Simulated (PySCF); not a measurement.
Species: C2H9OSSi2 (doublet state).
Z-matrix (Å and degrees, GFN2-xTB geometry), rows numbered from 1:
```
C 
S   1  1.7028
Si  2  2.1916  1  100.50
C   3  1.9010  2  103.07  1   178.93
Si  3  2.3079  2  110.36  1    54.98
O   5  1.6294  3   98.35  2   179.68
H   1  1.0708  2  116.05  3   179.12
H   1  1.0724  2  119.53  3    23.61
H   3  1.4751  2  102.57  1   -68.59
H   4  1.0875  3  111.16  2   -64.20
H   4  1.0857  3  110.33  2   176.24
H   4  1.0871  3  111.82  2    55.92
H   5  1.4700  3  116.17  2    62.85
H   5  1.4690  3  117.00  2   -63.17
H   6  0.9533  5  122.62  3  -179.38
```

The hyperfine couplings belong to this conformer and change with its torsions.

As a line formula: `[CH2]S[Si@H](C)[SiH2]O` [radical].

Method used: UKS B3LYP, pcH-1 on C H O S Si, non-relativistic, mean-field spin-orbit, GIAO in PySCF. One conformer (not necessarily the lowest) at the GFN2-xTB geometry, without solvent, vibrations or thermal averaging. A GFN2-xTB geometry isn't a minimum of the functional, and hyperfine couplings can be far from their values at a DFT geometry. The SCF solution wasn't tested for stability.

Task: What is the g tensor, term by term?

Result: 
```tsv
Δg (ppt)	1	2	3
relativistic mass correction	-0.16	-0.16	-0.16
gauge correction	0.00	0.05	0.04
orbital Zeeman/spin–orbit	-0.24	3.02	6.51
total	-0.40	2.91	6.39
```

So g = 2.00192, 2.00523, 2.00871 and g_iso = 2.00529; the tensor is rhombic: the two nearest values differ by 49 % of g3 − g1. Axes: g3 points within 6° of the C1–H7 bond.

Task: What are the electron Larmor frequencies g μB B/h along the three axes at 3350 mT?

Result: 93.8649, 94.0202, 94.1830 GHz for g1, g2 and g3, a range of 318.1 MHz.

Task: What effective moment and Curie constant follow for a powder?

Result: With the mean of g² = 4.0212 and S(S+1) = 0.75: μ_eff = √(⟨g²⟩S(S+1)) = 1.737 μB and χT = 0.12505·⟨g²⟩·S(S+1) = 0.377 cm³ K/mol (cgs; spin-Hamiltonian part alone).

Task: In a frozen sample, at which fields do the three g values resonate at 9.5, 34, 94 and 263 GHz (hyperfine left aside), and which band first spreads them over more than twice a line width of 0.3 mT?

Result: 
```
band    GHz  B(g3) mT  B(g2) mT  B(g1) mT  spread mT
   X    9.5    337.91    338.49    339.05       1.15
   Q   34.0   1209.35   1211.44   1213.45       4.10
   W   94.0   3343.49   3349.28   3354.82      11.33
   J  263.0   9354.66   9370.86   9386.36      31.70
```

The spread grows in proportion to the frequency. X band is the first where it exceeds 0.6 mT.

Largest spin populations (Mulliken): C1 (+0.86) and S2 (+0.18). The angles at C1 add up to 355.2°, so it is nearly planar; its axial dipolar tensor and the negative couplings of its protons fit spin in a p orbital normal to that plane.

The HOMO–LUMO gaps are 4.02 eV among the α and 5.73 eV among the β orbitals.

Time: 91 s (with the writing of density and orbital grids); peak memory 0.92 GiB. Hardware: Arm Neoverse V1, one thread (shared host).
